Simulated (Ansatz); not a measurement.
Ansatz results at the PBE0-D4/def2-TZVP geometry: LUMO energy (B3LYP/def2-TZVPP) -3.21 eV; HOMO energy (PBE/def2-TZVPP) -6.86 eV; HOMO energy (ωB97M-V/def2-TZVPP) -10.23 eV.

Each molecule was computed in one conformer, which needn't be the lowest.

Problem. Which molecule gave them?
A. `[NH2][Sn]([NH2])([NH2])[NH2]`
B. `[Cl][SnH]([Cl])[Br]`
C. `[Cl][Sn]([Cl])([Cl])[SeH]`
D. `C[O][Sn]([CH3])([CH3])[Si](F)(F)F`

Solution. C. The others give `[Cl][SnH]([Cl])[Br]`: -2.69, -7.65, -11.19; `[NH2][Sn]([NH2])([NH2])[NH2]`: -0.63, -5.48, -9.26; `C[O][Sn]([CH3])([CH3])[Si](F)(F)F`: -0.81, -5.92, -9.73.

B3LYP here is the variant with VWN-RPA as its local correlation; programs differ in this.
